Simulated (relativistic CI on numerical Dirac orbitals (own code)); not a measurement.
**Pr XXII: q coefficients and field-shift factors**

Computed by Dirac-Coulomb-Breit CI, separate exchange-only KLI orbitals for each configuration, derivatives by finite differences, unscaled Slater integrals, QED left out (own radial code, finite nucleus).

Configurations in the expansion (outside the closed core [Ar] 3d10): 4s²4p⁶4d², 4s²4p⁵4d³, 4s²4p⁶4d4f, 4s4p⁶4d²4f, 4s²4p⁶4d5p, 4s²4p⁶4f², 4s4p⁶4f³, 4p⁶4d⁴, 4p⁵4d⁵. Double excitations out of closed p, d and f shells are left out; levels of such configurations are missing from the list, as are those of other unlisted configurations, and high levels can miss mixing partners.

With x = (α/α₀)² − 1 an excitation energy changes as ω = ω₀ + qx; K = 2q/ω₀ is the relative enhancement. Terms are leading LS components, so labels can repeat. The field-shift factor is F = δν/δ⟨r²⟩ for the transition from the lowest level.

Lowest level 4s²4p⁶4d² ³F2.

```csv
Level,ω₀ (cm⁻¹),q (cm⁻¹),K,F (GHz/fm²)
4s²4p⁶4d² ³F3,33460,37350,2.23,0.505
4s²4p⁶4d² ³P0,39955,5840,0.292,0.172
4s²4p⁶4d² ³F4,55909,49300,1.76,0.709
4s²4p⁶4d² ³P2,56597,35810,1.27,0.577
4s²4p⁶4d² ³P1,62775,37540,1.2,0.616
4s²4p⁶4d² ¹G4,92532,64550,1.4,0.997
4s²4p⁶4d² ³P2,99393,76250,1.53,1.15
4s²4p⁶4d² ¹S0,153809,69410,0.903,1.06
4s²4p⁵4d³ ⁵F°2,784493,33520,0.0855,2.63
4s²4p⁵4d³ ⁵D°1,787765,36950,0.0938,2.63
4s²4p⁵4d³ ⁵D°0,796163,44190,0.111,2.81
4s²4p⁵4d³ ⁵F°3,797131,56310,0.141,2.94
4s²4p⁵4d³ ⁵S°2,809391,69250,0.171,2.74
4s²4p⁵4d³ ⁵F°4,810551,69870,0.172,3.11
4s²4p⁵4d³ ⁵D°3,820604,42920,0.105,2.43
4s²4p⁵4d³ ³F°2,825108,65230,0.158,3.02
4s²4p⁵4d³ ⁵G°5,826714,74860,0.181,3.08
4s²4p⁵4d³ ⁵D°1,828848,70220,0.169,2.64
4s²4p⁵4d³ ⁵D°4,832404,75670,0.182,2.89
4s²4p⁵4d³ ³G°3,838811,59330,0.141,3.31
4s²4p⁵4d³ ⁵G°6,841167,71890,0.171,2.95
4s²4p⁵4d³ ³G°4,851654,70250,0.165,3.28
4s²4p⁵4d³ ³P°2,857483,85160,0.199,3.46
```

At this charge energies of transitions that change n are usually good to better than 1 %, and those within a shell (Δn = 0) to a few per cent. Terms inside the open d or f shell come out 10 to 20 % too wide with unscaled integrals.
